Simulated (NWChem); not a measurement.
# CsF; SMILES [F][Cs]

Program: NWChem. The geometry was optimised at PBE0-D3(BJ)/def2-TZVP. def2 effective core potentials on Cs; no spin-orbit coupling.

Q: Estimate the computed values for KT2/def2-SVP. Quantities: highest occupied level (eV); orbital gap (eV); dipole (D).

A: 
| Property | Value |
|---|---|
| highest occupied level (eV) | -4.33 |
| orbital gap (eV) | 3.07 |
| dipole (D) | 7.15 |
